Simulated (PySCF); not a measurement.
# AlSi3H7O6

AlSi3H7O6 is a molecule, neutral, singlet. The structure, one conformer, was relaxed in the gas phase by PBE0-D3(BJ)/def2-SVP. No frequency run checks that it is a minimum.

SMILES: [OH][Al]([OH])[O][SiH]1O[SiH2]O[SiH2]O1

Coordinates in Å:
```
O1      1.179    1.321    0.219
Si2    -0.219    2.207    0.044
O3     -1.412    1.481    0.943
Si4    -1.418    0.066    1.812
O5      0.130   -0.548    1.809
Si6     1.471   -0.163    0.912
O7      1.682   -1.269   -0.284
Al8     0.582   -1.524   -1.565
O9     -0.882   -0.701   -1.336
O10     0.898   -2.473   -2.923
H11     0.018    3.575    0.575
H12    -0.609    2.269   -1.389
H13    -1.795    0.372    3.218
H14    -2.369   -0.909    1.221
H15     2.665   -0.109    1.773
H16    -1.642   -0.644   -1.915
H17     1.711   -2.950   -3.094
```

Shieldings: GIAO PBE0/pcSseg-1. Shifts are against computed references at the same level: H TMS (σ 31.27 ppm), Si TMS (σ 352.0 ppm). Core levels by delta-SCF with SCAN, pcX-2 on the ionised atom and pcseg-1 elsewhere, spin-free X2C (2p3/2 is the spin-free 2p value less a third of a first-order spin-orbit splitting); from the vacuum level, for chosen atoms.

(1) Give the NMR and core-level values of the distinct atoms.

(2) Which of Si2, Si6 holds its core electrons tightest, and by how much against the loosest?

(3) By CAM-B3LYP/def2-SVPD (TDDFT singlets, Tamm-Dancoff triplets, ionisation by delta-SCF), where does absorption start, and what does vertical ionisation take?

## Answers

(1) 
```tsv
atoms	bonded to	σ (ppm)	δ (ppm)	core level (eV)
O1	2 Si	226.8	-	1s 537.85
Si2	2 O + 2 H	387.4	-35.4	2p3/2 107.92
O3	2 Si	251.4	-	-
Si4	2 O + 2 H	386.7	-34.7	-
O5	2 Si	227.6	-	1s 537.84
Si6	3 O + 1 H	414.9	-62.9	2p3/2 108.17
O7	1 Al + 1 Si	240.9	-	1s 537.71
Al8	3 O	476.8	-	-
O9	1 Al + 1 H	319.1	-	-
O10	1 Al + 1 H	325.6	-	-
H11	1 Si	26.16	5.11	-
H12	1 Si	26.15	5.11	-
H13	1 Si	26.16	5.10	-
H14	1 Si	26.08	5.19	-
H15	1 Si	26.72	4.55	-
H16	1 O	30.02	1.25	-
H17	1 O	29.59	1.67	-
```

Values are those of this one static structure; atoms that internal rotation interchanges would show their mean in an NMR spectrum.

(2) Si6 (bonded to 3 O + 1 H), by 0.26 eV over Si2 (bonded to 2 O + 2 H).

(3) The lowest singlet lies at 7.27 eV (f 0.003), the strongest of the first 6 at 7.86 eV (f 0.043), the lowest triplet at 6.93 eV; vertical ionisation takes 10.53 eV.
